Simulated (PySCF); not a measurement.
## Continuum solvent and chemical shifts

Cartesian coordinates in Å; atom numbers follow the order of the lines, from 1:
```xyz
16

C     2.1796   -0.2388   -0.5552
O     1.6045    0.6243    0.3978
C     0.7937   -0.0037    1.3111
O    -0.3715   -0.5453    0.7183
C    -1.2351    0.3808    0.2184
F    -2.0807    0.8427    1.1839
C    -2.0720   -0.2917   -0.8640
F    -1.2803   -0.6781   -1.8671
F    -2.7149   -1.3534   -0.4007
F    -2.9649    0.5669   -1.3484
H     1.4097   -0.7357   -1.1679
H     2.8191    0.3719   -1.2051
H     2.7997   -1.0138   -0.0682
H     0.5223    0.7455    2.0714
H     1.2853   -0.8698    1.7874
H    -0.7098    1.2475   -0.2221
```

GIAO PBE0/pcSseg-1 in PySCF 2.14.0 with density-fitted response routines on one PBE0-D3(BJ)/def2-SVP conformer, non-relativistic, equivalent nuclei averaged. Solvents enter as an IEF-PCM continuum (acetone with ε = 20.5, dimethylsulfoxide with ε = 46.8) around the gas-phase geometry. Shifts are referred to TMS, CFCl3 computed in the same medium.

Gas phase, δ in ppm: C7 125.4, C5 100.0, C3 93.6, C1 55.6, F8/F9/F10 -97.2, F6 -177.9, H16 5.34, H14 5.02, H15 4.47, H11/H12/H13 3.40. Dipole moment 2.83 D.

Task: How does each δ change in the continuum?

Result: 
```json
{"atoms": "C7", "environment": "CF3 carbon", "Δδ, acetone": "+1.3", "Δδ, dimethylsulfoxide": "+1.3"}
{"atoms": "C5", "environment": "sp3 CH bonded to F and O", "Δδ, acetone": "+1.4", "Δδ, dimethylsulfoxide": "+1.4"}
{"atoms": "C3", "environment": "sp3 carbon bearing two oxygens", "Δδ, acetone": "+1.0", "Δδ, dimethylsulfoxide": "+1.1"}
{"atoms": "C1", "environment": "methyl carbon bonded to O", "Δδ, acetone": "+0.9", "Δδ, dimethylsulfoxide": "+0.9"}
{"atoms": "F8/F9/F10", "environment": "fluorine of a CF3 group", "Δδ, acetone": "+1.6", "Δδ, dimethylsulfoxide": "+1.6"}
{"atoms": "F6", "environment": "fluorine on an sp3 carbon", "Δδ, acetone": "-1.5", "Δδ, dimethylsulfoxide": "-1.6"}
{"atoms": "H16", "environment": "hydrogen on an sp3 CH bonded to F and O", "Δδ, acetone": "+0.29", "Δδ, dimethylsulfoxide": "+0.31"}
{"atoms": "H14", "environment": "hydrogen on an sp3 carbon bearing two oxygens", "Δδ, acetone": "+0.11", "Δδ, dimethylsulfoxide": "+0.11"}
{"atoms": "H15", "environment": "hydrogen on an sp3 carbon bearing two oxygens", "Δδ, acetone": "+0.22", "Δδ, dimethylsulfoxide": "+0.23"}
{"atoms": "H11/H12/H13", "environment": "hydrogen on a methyl carbon bonded to O", "Δδ, acetone": "+0.08", "Δδ, dimethylsulfoxide": "+0.09"}
```

Changes are relative to the gas phase. The dipole moment becomes 3.27 D in acetone, 3.29 D in dimethylsulfoxide.

Task: Which nuclei move most (in ppm), and what does the model miss?

Result: F8/F9/F10 (fluorine of a CF3 group, +1.6 ppm) and F6 (fluorine on an sp3 carbon, -1.6 ppm) in dimethylsulfoxide. A continuum only polarises the solute; specific hydrogen bonds, the anisotropy of aromatic solvents and changes of geometry or conformer are outside it.
